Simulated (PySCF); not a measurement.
## Bond length, frequency and bond energy of CuP by level of theory

State: ³Σ⁻ (triplet), unpaired electrons π ↑↑. Set-up: PySCF, no relativity, basis sets Cu def2-TZVPP, P def2-TZVPP. De refers to Cu (3d10 4s1) + P in their high-spin ground configurations, without counterpoise correction. The functionals are run spin-unrestricted. A positive dipole means Cu(−)P(+). Levels whose curve was spin-contaminated or gave no clean fit are not listed.

```tsv
Level	Re (Å)	ωe (cm⁻¹)	De (eV)	μ (D)	CPU s a point (SCF and correlation, without the integrals)
UHF-MP2	2.127	364	n/a	n/a	5.1
UHF-SCS-MP2	2.164	346	n/a	n/a	n/a
UHF-CCSD	2.203	330	1.60	n/a	n/a
UHF-CCSD(T)	2.175	339	1.78	n/a	470
PBE	2.130	374	2.44	-2.42	2.5
PW91	2.128	375	2.46	-2.38	1.6
BP86	2.128	375	2.46	-2.35	1.6
r²SCAN	2.112	385	2.36	-2.85	3.7
PBE0	2.156	356	2.07	-3.11	5.4
r²SCAN0	2.143	363	2.02	-3.36	5.8
ωB97X	2.154	367	2.25	-3.51	6.7
B2PLYP	2.147	357	2.02	-3.59	5.5
```

(1) Which functional lies closest to UHF-CCSD(T) in De, which farthest, and by how much do they differ from it?

(2) What does a quarter of exact exchange do here, going from PBE to PBE0?

(3) What does the step from GGA to meta-GGA do here, going from PBE to r²SCAN?

Correlated steps freeze 10 core orbitals. B2PLYP dipoles, levels and charges come from its SCF part alone. With d or f electrons several states lie close, and the lowest PBE0 determinant need not be the measured ground state.

The whole job (state search and all levels along the bond) took about 39 min on 2 threads of Arm Neoverse V1 (shared host), peak memory 5.4 GiB.

Results:

(1) Closest is r²SCAN0 (-3.2 pm in Re, +7.1 % in ωe, +0.24 eV in De against UHF-CCSD(T) in the same basis), farthest PW91 (-4.7 pm in Re, +10.6 % in ωe, +0.68 eV in De). CCSD(T) converges more slowly with the basis than the functionals do and binds too weakly in this one, so the order can change at the basis-set limit.

(2) PBE0 less PBE: +2.6 pm in Re, -4.8 % in ωe, -0.37 eV in De. Exact exchange removes part of the self-interaction that spreads semilocal densities, and in most molecules shortens and stiffens the bond and lowers De; here Re and ωe go the other way.

(3) r²SCAN less PBE: -1.8 pm in Re, +2.9 % in ωe, -0.08 eV in De.
